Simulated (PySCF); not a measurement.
A GIAO shielding run with PySCF 2.14.0 with density-fitted response routines (density fitting, non-relativistic, gas phase) on `N1(C)[Si@@](CCC)(N)CC1`, C$_{6}$H$_{16}$N$_{2}$Si:

```
$ OMP_NUM_THREADS=1 python probes_run.py task.json out

{"job": {"kind": "nmr", "xc": "PBE0", "basis": "pcSseg-1"}, "charge": 0, "multiplicity": 1}
C      2.443615     0.988144     0.354597
C      2.509209    -0.508588     0.092858
C      1.254888    -1.035887    -0.594975
Si    -0.363198    -0.702536     0.351048
N     -0.014175    -0.756529     2.040941
C     -1.974993    -1.514065    -0.293153
C     -2.521527    -0.107298    -0.540084
N     -1.358065     0.631485    -0.090009
C     -1.315739     2.059494    -0.175549
H      1.628317     1.208897     1.037663
H      2.274000     1.527082    -0.574521
H      3.373911     1.342450     0.794241
H      3.380627    -0.725103    -0.532714
H      2.651120    -1.031911     1.040477
H      1.185294    -0.589061    -1.587309
H      1.370587    -2.109682    -0.747413
H      0.774153    -1.275121     2.386855
H     -0.764358    -0.748716     2.712142
H     -1.913670    -2.108791    -1.197738
H     -2.553765    -2.068997     0.437346
H     -3.408698     0.131846     0.058896
H     -2.753992     0.095498    -1.591717
H     -0.359432     2.416194     0.198537
H     -2.118123     2.510530     0.420984
H     -1.436921     2.394808    -1.213573
```

Hardware: 1 thread of an Arm Neoverse N1, shared host. The job also computes population analyses, field gradients, ring-centre shieldings.

Q: How large is the calculation?

A: 80 electrons, 240 basis functions and 1255 auxiliary functions.

Q: How long does it take, and how much memory does it need?

A: 110 s of wall time, with 13 SCF cycles and 4 response iterations; peak memory 1.1 GiB. Times on a shared host scatter by some tens of per cent.
